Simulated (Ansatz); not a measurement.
```yaml
crystal:
  periodic: [false, false, false]
  atoms:
    - {symbol: C, position_ang: [-0.367108, -0.600002, 1.136773]}
    - {symbol: N, position_ang: [0.125393, 0.132573, -0.209119]}
    - {symbol: C, position_ang: [0.933185, -1.052017, -0.560454]}
    - {symbol: Y, position_ang: [-0.884808, 1.693992, -0.752890]}
    - {symbol: Cl, position_ang: [0.069205, 2.582857, -3.006187]}
    - {symbol: Cl, position_ang: [-2.335618, 2.927252, 0.648925]}
    - {symbol: H, position_ang: [0.423284, -0.760678, 2.220941]}
    - {symbol: H, position_ang: [-0.864277, -1.457477, 1.378101]}
    - {symbol: H, position_ang: [-1.585054, 0.200055, 1.712913]}
    - {symbol: H, position_ang: [1.426094, -0.292956, -1.670664]}
    - {symbol: H, position_ang: [0.696329, -1.658099, -0.804533]}
    - {symbol: H, position_ang: [1.830663, -0.858750, 0.215935]}
basis:
  gaussian: {orbitals: x2c-TZVPPall, final_grid: {core_spheres: 20, valence_spheres: 16, degree: 47}, point_charges: [{charge: 2.00, position_ang: [6.206, 0.447, 0.008]}]}
magnetization: {spin_polarized: true, initial_magnetization: 0}
hamiltonian: {xc: {name: wB97X-V}}
output: {forces: true}
```

```sh
$ ansatz run in.yaml --threads 4 --pin off --events-out ev --progress --plain --max-ram 11315MiB
```

Output, abridged:

```
Functional definition: wB97X-V
2066 factors; their error is unknown
449 factors; integrals over basis functions are off by at most 1.4e-5 eV
mean field evaluation 1: about -120874.1701 eV, gradient 4.1e1 eV
mean field evaluation 2: about -120873.1874 eV, gradient 4.6e1 eV
mean field evaluation 4: about -120881.9231 eV, gradient 2.2e0 eV
mean field evaluation 8: about -120881.9551 eV, gradient 7.1e-2 eV
mean field evaluation 16: about -120882.1186 eV, gradient 1.9e-4 eV
mean field -120882.11857391 eV, -4442.3359207483 hartree, gradient 2.9e-5 eV, S^2 0.000000; 0 other end points of the search recorded, 0 dependent functions left out
reference -120882.11856999 eV, -4442.3359206044 hartree; 49, 49 occupied and 291, 291 virtual orbitals, 2066 factors
Total energy: -120882.11856999 eV, -4442.3359206044 hartree
Relativity: scalar
Atom 0 at    -0.367108    -0.600002     1.136773 Å, force    -0.883000     7.115185     4.750680 eV/Å
Atom 1 at     0.125393     0.132573    -0.209119 Å, force     0.033655    -9.102790     5.581804 eV/Å
Atom 2 at     0.933185    -1.052017    -0.560454 Å, force    22.216200    49.831435    13.303630 eV/Å
Atom 3 at    -0.884808     1.693992    -0.752890 Å, force    -1.604248     3.521035    -3.051646 eV/Å
Atom 4 at     0.069205     2.582857    -3.006187 Å, force    -0.170461    -0.453704     1.053957 eV/Å
Atom 5 at    -2.335618     2.927252     0.648925 Å, force    -0.715958     0.641785     0.877422 eV/Å
Atom 6 at     0.423284    -0.760678     2.220941 Å, force    -1.589296     1.541593    -3.563931 eV/Å
Atom 7 at    -0.864277    -1.457477     1.378101 Å, force    -1.522425    -3.153704    -1.794435 eV/Å
Atom 8 at    -1.585054     0.200055     1.712913 Å, force     3.638489    -1.760921    -1.419908 eV/Å
Atom 9 at     1.426094    -0.292956    -1.670664 Å, force    -0.470156    -3.278480     2.386587 eV/Å
Atom 10 at     0.696329    -1.658099    -0.804533 Å, force   -17.179249   -42.871720   -16.228975 eV/Å
Atom 11 at     1.830663    -0.858750     0.215935 Å, force    -1.662021    -2.040099    -1.809419 eV/Å
Dipole moment:    -0.651347    -0.798973     0.465966 e Å
```

Run time 14 s (4 threads of an AMD EPYC 9R45 on a shared host); peak host memory 2.5 GiB.
